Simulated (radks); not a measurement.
Values are calculated unless marked as measured or tabulated.
Valence configurations of neutral iron (all share [Ar]). Level of theory: scalar-relativistic Kohn-Sham, PBE, spin-polarised, spherical densities, point nucleus; open shells are filled with parallel spins first (a radial shooting solver on a logarithmic mesh with Libxc functionals). Order these by energy: 3d8; 3d6 4s1 4p1; 3d6 4p2; 3d6 4s0.5 4p1.5; 3d4 4s2 4p2; 3d6 4s1.5 4p0.5; 3d6.5 4s1.5; 3d7.5 4s0.5; 3d5 4s2 4p1; 3d6 4s2.

Answer. From the lowest, in eV above it: 3d6 4s2 0.000; 3d6.5 4s1.5 0.054; 3d6 4s1.5 4p0.5 1.528; 3d7.5 4s0.5 1.921; 3d6 4s1 4p1 2.735; 3d8 3.408; 3d6 4s0.5 4p1.5 4.992; 3d5 4s2 4p1 5.561; 3d6 4p2 7.284; 3d4 4s2 4p2 21.237. NIST lists [Ar] 3d6 4s2 as the ground configuration; this level of theory agrees among the configurations tried. The energies are those of spherical high-spin densities, not of single terms.
